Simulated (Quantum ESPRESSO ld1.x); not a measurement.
Spin polarisation of the 5d9 shell in Pt. Start: [Xe] 4f14 5d(up 4.5, down 4.5) 6s(up 0.5, down 0.5); electrons of 5d are moved from spin down to spin up, other shells keep equal spins. All-electron calculation, scalar-relativistic Kohn-Sham, LDA (Slater exchange, VWN5 correlation), spin-polarised, spherical densities, point nucleus. Program: ld1.x of Quantum ESPRESSO 7.5.

moment (Bohr magnetons)  E - E(0) (eV)  e(5d up) (eV)  e(5d down) (eV)  6s down minus up (eV)
0                                0.000         -6.378           -6.378                  0.000
0.25                            -0.008         -6.442           -6.312                  0.067
0.5                             -0.032         -6.505           -6.245                  0.133
0.75                            -0.073         -6.566           -6.177                  0.200
1                               -0.129         -6.626           -6.107                  0.267

At moment 1 the spin-polarisation energy is -0.129 eV and the 5d exchange splitting 0.519 eV, that is 0.519 eV per Bohr magneton; E = -I m^2/4 would give I = 0.518 eV.
